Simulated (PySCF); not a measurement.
PySCF job for C₂H₅N₃Si, SMILES N[SiH]1N=CC=N1, PBE-D3(BJ)/def2-SVP. Geometry optimised at PBE-D3(BJ)/def2-SVP. This is a generated structure with no PubChem entry under its InChIKey; it may be hypothetical. The values are those of a single conformer.

```python
import numpy as np
from pyscf import gto, scf, dft, df
from pyscf.hessian import thermo

mol = gto.M(
    atom='''
    N    -2.02190066    0.77994671    0.25496800
    Si   -0.61674657   -0.18939460    0.48301902
    N     0.84906188    0.83218982    0.78924450
    C     1.69859213    0.42706028   -0.08722829
    C     1.24655491   -0.66315225   -1.06680994
    N     0.04624956   -1.10615958   -0.94367492
    H    -2.00291957    1.55491275   -0.41205405
    H    -2.94343390    0.33820780    0.27840446
    H    -0.88417452   -1.16713133    1.58416562
    H     2.73106232    0.84100238   -0.14729385
    H     1.94915997   -1.04075385   -1.84502235
    ''',
    basis='def2-SVP',
    charge=0,
    spin=0,
    max_memory=1600,
    verbose=3,
)
mf = dft.RKS(mol, xc='pbe').density_fit(auxbasis='def2-universal-jkfit')
mf.disp = 'd3bj'
mf.grids.level = 3
mf.conv_tol = 1e-11
mf.max_cycle = 100
mf.kernel()

# [left out here: the lines that compute and print the analytic Hessian (its translational invariance restored by hand, since the grid's response is missing), thermochemistry and intensities]
```

Log of the run:

```
converged SCF energy = -532.28483505108

WARN: DFTD3 does not support analytical Hessian, using finite difference


WARN: Mole.unit (angstrom) is changed to Bohr

Mode                                 0                   1                   2
Irrep
Freq [cm^-1]                      118.4766            162.5097            246.0941
Reduced mass [au]                   1.8563              2.1725              1.7341
Force const [Dyne/A]                0.0154              0.0338              0.0619
Char temp [K]                     170.4614            233.8152            354.0746
Normal mode                   x     y     z       x     y     z       x     y     z
       0   N                 0.08  0.06 -0.04    0.03 -0.02 -0.12    0.06  0.08  0.03
       1  Si                 0.00 -0.06  0.04    0.01 -0.00  0.05   -0.03 -0.04 -0.03
       2   N                -0.03 -0.01  0.02    0.05 -0.05  0.06   -0.04 -0.02 -0.00
       3   C                -0.06  0.06 -0.04   -0.00  0.01 -0.02   -0.03  0.06 -0.02
       4   C                -0.03  0.04 -0.02   -0.05  0.06 -0.05    0.04 -0.00  0.02
       5   N                 0.01 -0.05  0.04   -0.02  0.01  0.03    0.06 -0.06  0.00
       6   H                 0.34  0.22  0.16   -0.06 -0.29 -0.44   -0.04  0.01 -0.05
       7   H                 0.06  0.07 -0.49    0.01  0.04  0.24   -0.05  0.35  0.60
       8   H                -0.06 -0.06  0.01   -0.09  0.09  0.11   -0.13 -0.03 -0.05
       9   H                -0.09  0.15 -0.11   -0.01  0.02 -0.05   -0.07  0.15 -0.05
      10   H                -0.05  0.10 -0.07   -0.11  0.14 -0.14    0.08 -0.02  0.06
Mode                                 3                   4                   5
Irrep
Freq [cm^-1]                      373.7471            404.9204            459.0428
Reduced mass [au]                   1.4705              4.5083              2.3820
Force const [Dyne/A]                0.1210              0.4355              0.2957
Char temp [K]                     537.7388            582.5903            660.4603
Normal mode                   x     y     z       x     y     z       x     y     z
       0   N                 0.01 -0.10 -0.11   -0.09  0.02  0.02   -0.01  0.03  0.03
       1  Si                 0.00  0.01  0.02   -0.03  0.05 -0.03   -0.01 -0.00 -0.00
       2   N                 0.02  0.01  0.00    0.08 -0.10  0.06   -0.05  0.04 -0.06
       3   C                 0.01 -0.01  0.00    0.02  0.03 -0.06    0.04 -0.08  0.07
       4   C                -0.02  0.01 -0.01    0.02  0.02 -0.04   -0.01  0.09 -0.08
       5   N                -0.02  0.01  0.02    0.07 -0.08  0.07    0.06 -0.08  0.04
       6   H                -0.02  0.44  0.53   -0.20  0.14  0.16    0.02  0.01  0.00
       7   H                -0.14  0.27  0.29   -0.02 -0.15 -0.10   -0.03  0.06  0.02
       8   H                 0.02 -0.02 -0.00   -0.17  0.05 -0.06    0.05  0.14  0.14
       9   H                 0.03 -0.05  0.01   -0.00  0.08 -0.09    0.12 -0.26  0.27
      10   H                -0.04  0.02 -0.03    0.01  0.02 -0.05   -0.10  0.30 -0.26
Mode                                 6                   7                   8
Irrep
Freq [cm^-1]                      503.7456            611.5012            666.2898
Reduced mass [au]                   7.7216              7.7638              1.1880
Force const [Dyne/A]                1.1545              1.7105              0.3107
Char temp [K]                     724.7777            879.8141            958.6426
Normal mode                   x     y     z       x     y     z       x     y     z
       0   N                -0.05  0.02 -0.01   -0.00  0.00 -0.02   -0.05 -0.00  0.01
       1  Si                -0.08 -0.04  0.08    0.03  0.07  0.08   -0.02 -0.01 -0.02
       2   N                 0.03 -0.02 -0.09   -0.09 -0.06  0.00    0.03 -0.04  0.04
       3   C                 0.08 -0.01 -0.04   -0.08 -0.03 -0.01    0.00  0.04 -0.02
       4   C                 0.08 -0.01 -0.01    0.05 -0.04 -0.05   -0.00  0.02  0.02
       5   N                 0.05  0.09 -0.00    0.05 -0.04 -0.11   -0.00 -0.02 -0.02
       6   H                 0.09 -0.01 -0.03   -0.04  0.04  0.04    0.27 -0.05 -0.05
       7   H                -0.11  0.12 -0.07    0.01 -0.02  0.02   -0.20  0.31 -0.07
       8   H                -0.14 -0.05  0.05    0.07  0.11  0.12    0.65  0.21  0.33
       9   H                 0.05  0.06 -0.04   -0.11  0.05  0.04    0.04 -0.05  0.03
      10   H                 0.04 -0.04 -0.04    0.14  0.01  0.00    0.06 -0.10  0.13
Mode                                 9                  10                  11
Irrep
Freq [cm^-1]                      685.5760            742.8816            837.4007
Reduced mass [au]                   6.8954              1.2314              2.9086
Force const [Dyne/A]                1.9095              0.4004              1.2017
Char temp [K]                     986.3912           1068.8413           1204.8331
[...]
       7   H                 0.10 -0.10 -0.02    0.11 -0.22  0.06   -0.06  0.11 -0.02
       8   H                -0.27  0.15  0.07    0.32 -0.26 -0.09   -0.09 -0.13 -0.16
       9   H                 0.18 -0.35  0.32    0.12 -0.05  0.20    0.04  0.22 -0.03
      10   H                 0.18 -0.34  0.34    0.03 -0.16  0.14   -0.06  0.21  0.02
Mode                                15                  16                  17
Irrep
Freq [cm^-1]                      913.7304            978.6790           1264.2303
Reduced mass [au]                   2.4622              1.6604              1.1889
Force const [Dyne/A]                1.2112              0.9370              1.1195
Char temp [K]                    1314.6546           1408.1012           1818.9459
Normal mode                   x     y     z       x     y     z       x     y     z
       0   N                -0.11  0.03 -0.00    0.00  0.00 -0.00    0.00  0.00  0.00
       1  Si                 0.11 -0.03  0.00   -0.00 -0.00  0.00   -0.00 -0.01 -0.01
       2   N                -0.02 -0.03 -0.02    0.01 -0.02  0.01    0.06  0.01 -0.02
       3   C                -0.01  0.00 -0.02   -0.04  0.09 -0.08   -0.02 -0.03 -0.02
       4   C                -0.02  0.04  0.02    0.04 -0.09  0.08   -0.01 -0.03 -0.03
       5   N                -0.01  0.01  0.01   -0.01  0.02 -0.02   -0.05  0.00  0.03
       6   H                 0.05  0.02 -0.02   -0.01  0.00 -0.00   -0.01 -0.00 -0.00
       7   H                -0.22  0.25 -0.05    0.00 -0.01  0.00    0.00 -0.00 -0.00
       8   H                -0.42  0.14  0.02   -0.00 -0.04 -0.03    0.01  0.01  0.01
       9   H                 0.04 -0.13  0.10    0.18 -0.38  0.34   -0.15  0.37  0.49
      10   H                 0.05 -0.08  0.15   -0.17  0.37 -0.33    0.48  0.40  0.19
Mode                                18                  19                  20
Irrep
Freq [cm^-1]                     1283.3908           1487.7027           1576.4428
Reduced mass [au]                   1.3166              1.1193             11.0698
Force const [Dyne/A]                1.2776              1.4596             16.2086
Char temp [K]                    1846.5137           2140.4730           2268.1502
Normal mode                   x     y     z       x     y     z       x     y     z
       0   N                 0.00 -0.00 -0.00    0.07 -0.04  0.03   -0.00  0.00 -0.00
       1  Si                -0.00  0.00 -0.00   -0.01  0.00  0.00    0.00 -0.00  0.00
       2   N                 0.05  0.02 -0.01    0.00 -0.00 -0.00    0.09 -0.04 -0.08
       3   C                -0.04 -0.06 -0.05    0.00  0.00  0.00   -0.09  0.05  0.10
       4   C                 0.01  0.06  0.06   -0.00 -0.00  0.00   -0.14 -0.06  0.01
       5   N                 0.03 -0.01 -0.03    0.00  0.00 -0.00    0.12  0.04 -0.02
       6   H                -0.00 -0.00 -0.00   -0.66 -0.08 -0.07    0.01  0.00  0.00
       7   H                 0.00  0.00  0.00   -0.21  0.49 -0.40    0.00 -0.01 -0.00
       8   H                -0.00 -0.00  0.00    0.01 -0.00 -0.02    0.01  0.00 -0.01
       9   H                -0.19  0.34  0.48    0.00 -0.00 -0.01   -0.07 -0.04 -0.01
      10   H                -0.47 -0.34 -0.14   -0.00  0.00  0.00   -0.03  0.04  0.06
Mode                                21                  22                  23
Irrep
Freq [cm^-1]                     1644.2011           2203.9019           2975.1646
Reduced mass [au]                   8.7153              1.0416              1.0896
Force const [Dyne/A]               13.8817              2.9807              5.6825
Char temp [K]                    2365.6394           3170.9241           4280.5994
Normal mode                   x     y     z       x     y     z       x     y     z
       0   N                -0.00 -0.00 -0.00   -0.00 -0.00 -0.00   -0.00  0.00  0.00
       1  Si                 0.00  0.00  0.00   -0.01 -0.02  0.03    0.00 -0.00 -0.00
       2   N                 0.08 -0.03 -0.08   -0.00  0.00  0.00   -0.00  0.00  0.00
       3   C                -0.10  0.05  0.11    0.00 -0.00 -0.00    0.04  0.02 -0.00
       4   C                 0.14  0.05 -0.02    0.00  0.00  0.00   -0.04  0.02  0.05
       5   N                -0.11 -0.04  0.01   -0.00 -0.00 -0.00    0.00  0.00 -0.00
       6   H                -0.00 -0.00  0.00    0.01 -0.00  0.00    0.00  0.00 -0.00
       7   H                -0.00  0.01 -0.01    0.00 -0.01  0.00   -0.00  0.00  0.00
       8   H                -0.01 -0.02 -0.02    0.17  0.64 -0.72   -0.00 -0.00  0.00
       9   H                -0.07 -0.10 -0.07    0.00  0.00  0.00   -0.49 -0.20  0.03
      10   H                -0.02 -0.10 -0.10   -0.00 -0.00 -0.00    0.50 -0.27 -0.56
Mode                                24                  25                  26
Irrep
Freq [cm^-1]                     2991.7192           3499.2463           3596.5235
Reduced mass [au]                   1.0923              1.0499              1.0960
Force const [Dyne/A]                5.7603              7.5747              8.3525
Char temp [K]                    4304.4178           5034.6364           5174.5966
Normal mode                   x     y     z       x     y     z       x     y     z
       0   N                -0.00  0.00  0.00    0.04 -0.02  0.03   -0.05 -0.06  0.03
       1  Si                 0.00  0.00 -0.00   -0.00  0.00  0.00   -0.00 -0.00  0.00
       2   N                 0.00 -0.00 -0.00   -0.00 -0.00  0.00    0.00  0.00  0.00
       3   C                -0.06 -0.03  0.00    0.00  0.00 -0.00   -0.00 -0.00 -0.00
       4   C                -0.03  0.02  0.03    0.00  0.00 -0.00    0.00  0.00  0.00
       5   N                 0.00  0.00 -0.00   -0.00  0.00 -0.00   -0.00 -0.00 -0.00
       6   H                 0.00  0.00 -0.00    0.03  0.55 -0.45    0.00  0.49 -0.42
       7   H                -0.00 -0.00  0.00   -0.60 -0.29  0.04    0.63  0.29 -0.02
       8   H                -0.00 -0.00  0.00    0.00  0.00 -0.00    0.00  0.00 -0.00
       9   H                 0.73  0.30 -0.03   -0.00 -0.00 -0.00    0.00 -0.00  0.00
      10   H                 0.32 -0.19 -0.37   -0.00 -0.00  0.00    0.00  0.00 -0.00
temperature 298.1500 [K]
pressure 101325.00 [Pa]
Rotational constants [GHz] 5.84588 2.73815 2.12344
Symmetry number 1
Zero-point energy (ZPE) 0.07478 [Eh]   196344.817 [J/mol]
                           tot       elec      trans        rot        vib
Entropy [J/mol/K]       332.698      0.000    166.076    111.504     55.118
Cv [J/mol/K]            101.490      0.000     12.472     12.472     76.546
Cp [J/mol/K]            109.804      0.000     20.786     12.472     76.546
Internal energy [J/mol]                      3718.434   3718.434 206341.870
Internal energy [Eh]   -532.20341  -532.28484
Enthalpy [J/mol]                             6197.391   3718.434 206341.870
Enthalpy [Eh]          -532.20247
Gibbs free energy [J/mol]                  -43318.132 -29526.345 189908.316
Gibbs free energy [Eh] -532.24025
mode   freq/cm-1   IR/(km/mol)
   1      118.48         9.206
   2      162.51         2.674
   3      246.09        24.230
   4      373.75       168.907
   5      404.92        33.076
   6      459.04         1.671
   7      503.75        22.263
   8      611.50        33.927
   9      666.29        18.985
  10      685.58         5.338
  11      742.88        12.063
  12      837.40        28.446
  13      851.21         6.386
  14      864.22        45.883
  15      883.75        97.506
  16      913.73       217.087
  17      978.68         0.163
  18     1264.23         0.187
  19     1283.39         4.287
  20     1487.70        45.396
  21     1576.44        55.859
  22     1644.20         5.206
  23     2203.90        85.845
  24     2975.16        34.200
  25     2991.72        96.266
  26     3499.25        39.218
  27     3596.52        36.796
max |gradient| / (hartree/bohr): 5.874684718491644e-05
APT charges: [-0.7611  1.4289 -0.6215  0.2581  0.2541 -0.652   0.1888  0.1917 -0.2345
 -0.0249 -0.0276]
```

Self-consistency was reached.
